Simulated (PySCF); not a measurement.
**How methods differ on the fine-structure interval of Tl(4+)**

Tl(4+) [Xe] 4f14 5d9 [5d3/2^4 5d5/2^5, M_J = 5/2] → Tl(4+) [Xe] 4f14 5d9 [5d3/2^3 5d5/2^6, M_J = 3/2], as a difference of total energies. All numbers are calculated (PySCF 2.14, the two-component X2C-1e Hamiltonian, in x2c-TZVPall-2c). Correlated levels: [Kr] 4d10 4f14 frozen; the 24 highest virtual spinors dropped. "Screened" scales the spin-orbit matrix elements by Boettger's factors to mimic the two-electron term; Breit and QED terms are absent.

```tsv
method	fine-structure interval (cm⁻¹)
GHF (screened spin-orbit)	19373
GMP2 (screened spin-orbit)	20071
GHF (bare spin-orbit)	22269
```
